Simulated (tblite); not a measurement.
Distances in Å between the heavy atoms of a computed structure (GFN2-xTB; lower triangle, same order across):
```
C1    0.00
S2    1.82  0.00
C3    2.79  1.72  0.00
C4    3.06  2.76  1.36  0.00
C5    4.49  4.02  2.36  1.44  0.00
C6    5.23  4.30  2.60  2.36  1.35  0.00
S7    6.96  5.99  4.32  4.01  2.72  1.73  0.00
O8    7.56  6.86  5.15  4.51  3.09  2.65  1.43  0.00
O9    7.66  6.43  4.90  4.93  3.83  2.59  1.43  2.47  0.00
C10   7.50  6.57  5.00  4.70  3.55  2.79  1.90  2.67  2.66  0.00
F11   8.83  7.88  6.30  6.00  4.78  4.00  2.71  3.14  3.12  1.32  0.00
F12   7.23  6.11  4.72  4.76  3.92  3.03  2.66  3.79  3.00  1.34  2.16  0.00
F13   7.16  6.52  4.97  4.41  3.32  3.09  2.67  3.02  3.79  1.34  2.16  2.15  0.00
Si14  4.65  3.19  1.92  2.71  2.69  1.87  3.19  4.37  3.32  3.96  5.14  3.53  4.43  0.00
```

Hydrogens: 3 on C1, 1 on C4, 1 on C5, 2 on Si14.

Neutral, closed shell.

Read off the bonds between heavy atoms and their formal orders.

C1–S2 (single); S2–C3 (single); C3–C4 (double); C4–C5 (single); C5–C6 (double); C6–S7 (single); S7–O8 (double); S7–O9 (double); S7–C10 (single); C10–F11 (single); C10–F12 (single); C10–F13 (single); C6–Si14 (single); C3–Si14 (single). The orders are those of one drawing; other resonance forms can be drawn.

Write the SMILES.

`CSC1=CC=C(S(=O)(=O)C(F)(F)F)[SiH2]1`, C6H7F3O2S2Si. Among its features: C=C double bond, sulfide, sulfone, CF3 group, C–F bond and Si–H bond.

Which rings does it hold?

C3–C4–C5–C6–Si14 (5 members, 0.00 Å rms from planarity).

Describe the place of each heavy atom.

C1: S-methyl carbon; S2: sulfide sulfur; C3: fully substituted alkene carbon; C4: alkene CH carbon; C5: alkene CH carbon; C6: fully substituted alkene carbon; S7: sulfonyl sulfur; O8/O9: sulfonyl oxygen; C10: CF3 carbon; F11/F12/F13: fluorine of a CF3 group; Si14: SiH2 silicon.

Conformer computed: `[CH3:1][S:2][C:3]1=[CH:4][CH:5]=[C:6]([S:7](=[O:8])(=[O:9])[C:10]([F:11])([F:12])[F:13])[SiH2:14]1`: C1–S2–C3–C4 0°, C5–C6–S7–O8 -24°, C6–S7–C10–F11 177°.
